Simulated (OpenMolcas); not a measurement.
# Lines of Co7+: computed and rescaled rates

| Item | Value |
| --- | --- |
| Program | OpenMolcas 26.06 |
| Method | SS-RASPT2, IPEA 0.25 Eh, imaginary shift 0.1 Eh (closed shells correlated: 3s) |
| Basis | ANO-RCC-VTZP [6s5p3d2f1g] |
| Scalar Hamiltonian | DKH2, point nucleus |
| Active space | 8 electrons in 8 orbitals (RAS1 3p, at most 2 holes; RAS2 3d) |
| State averaging | 2S+1 = 3 even, 10 roots; 2S+1 = 1 even, 15 roots |
| Spin-orbit coupling | RASSI with atomic mean-field integrals over the reference wave functions, term energies averaged over their components |

Rates come from the transition moments of the reference wave functions (E1 and E2 in the length form). At fixed line strength A goes as λ^-3 for E1 and M1 and as λ^-5 for E2, so a rate at the computed wavelength can be rescaled to the measured one. Measured vacuum wavelengths follow from level energies in Sugar and Corliss, J. Phys. Chem. Ref. Data 10, 1097 (1981). Branching counts decays inside the model space alone, at computed energies, and the table is only a selection of the E2 and M1 lines, drawn from those between levels with measured partners whose computed energy lies within a factor of 1.5 of the measured one.

```csv
Upper,Lower,Type,λ computed (nm),λ measured (nm),A computed (s-1),A rescaled (s-1),Branching %
3d² ¹S₀,3d² ¹D₂,E2,178.6,183.1,3.12e+01,2.75e+01,67.5
3d² ¹S₀,3d² ³P₁,M1,190.4,194.5,1.27e+01,,27.5
3d² ¹S₀,3d² ³P₂,E2,195,199.2,2.02e+00,,4.4
3d² ¹D₂,3d² ³F₃,M1,535.8,549.6,1.00e+00,,60.5
3d² ¹G₄,3d² ³F₄,M1,336,342.3,7.82e-01,,58.3
3d² ¹D₂,3d² ³F₂,M1,498,509.6,6.50e-01,,39.2
3d² ¹G₄,3d² ³F₃,M1,317.5,323.3,5.57e-01,,41.5
3d² ³P₂,3d² ¹D₂,M1,2122,2257,3.09e-01,,52.1
3d² ¹S₀,3d² ³F₂,E2,131.5,134.7,2.77e-01,,0.6
3d² ³P₀,3d² ³F₂,E2,434.3,448.4,1.61e-01,1.37e-01,100.0
3d² ³P₂,3d² ³F₃,M1,427.8,442,1.10e-01,,18.6
3d² ³F₄,3d² ³F₃,M1,5752,5834,1.07e-01,1.03e-01,100.0
3d² ³P₁,3d² ³F₃,E2,451.8,467.1,8.73e-02,7.39e-02,38.7
3d² ³P₂,3d² ³F₄,E2,462.1,478.2,8.20e-02,6.91e-02,13.9
3d² ³P₁,3d² ¹D₂,M1,2884,3110,7.38e-02,,32.6
3d² ³F₃,3d² ³F₂,M1,7067,6993,7.28e-02,7.51e-02,100.0
3d² ³P₁,3d² ³F₂,E2,424.7,437.8,5.87e-02,5.04e-02,26.0
3d² ³P₂,3d² ³F₃,E2,427.8,442,3.22e-02,2.73e-02,5.4
3d² ³P₂,3d² ³F₂,M1,403.3,415.7,2.96e-02,,5.0
3d² ³P₂,3d² ³P₁,M1,8037,8224,2.41e-02,2.25e-02,4.1
3d² ³P₂,3d² ³F₂,E2,403.3,415.7,5.42e-03,4.66e-03,0.9
3d² ³P₁,3d² ³F₂,M1,424.7,437.8,3.58e-03,,1.6
3d² ³P₁,3d² ³P₀,M1,19110,18690,2.58e-03,2.76e-03,1.1
```

Spin-changing lines and M1 lines between different terms are not rescaled, since their strength hangs on the term gaps too.

The largest correction is for 3d² ³P₂ → 3d² ³F₄ (E2): 8.20e-02 × (462.1 / 478.2)^5 = 6.91e-02 s-1, a factor of 0.84.

The computed rate and branching of 3d² ³F₃ → 3d² ³F₂ give the upper level a radiative lifetime of 1.000 / 7.28e-02 s-1 = 1.37e+01 s, counting decays inside the model space alone. The rescaled rate gives about 1.3e+01 s.

These are rates of the free ion; in crystals, glasses and complexes forced electric-dipole and non-radiative decay shorten such lifetimes by orders of magnitude. No measured rate stands beside these. Rescaling mends the energy factor alone: line strengths can still be far off where a level mixes with configurations outside the active space, and weak or spin-changing lines hang on small mixing coefficients that depend on the term gaps too, so rescaling need not improve them.

CASPT2 breaks the degeneracy within a term, and the mean is taken; among the terms shown or strongly mixed into the levels shown the widest spread is 260 cm-1 (3d² ³F). Active for correlation alone: 3p; no level in the range computed is led by a configuration that opens it, so any true level of that kind is missing. Computed and measured levels are paired by configuration, term and J; levels that our copy of the source lacks, or whose pairing is in doubt (as where it misses far off the trend of its configuration), stay unpaired. Only configurations of the active space appear.
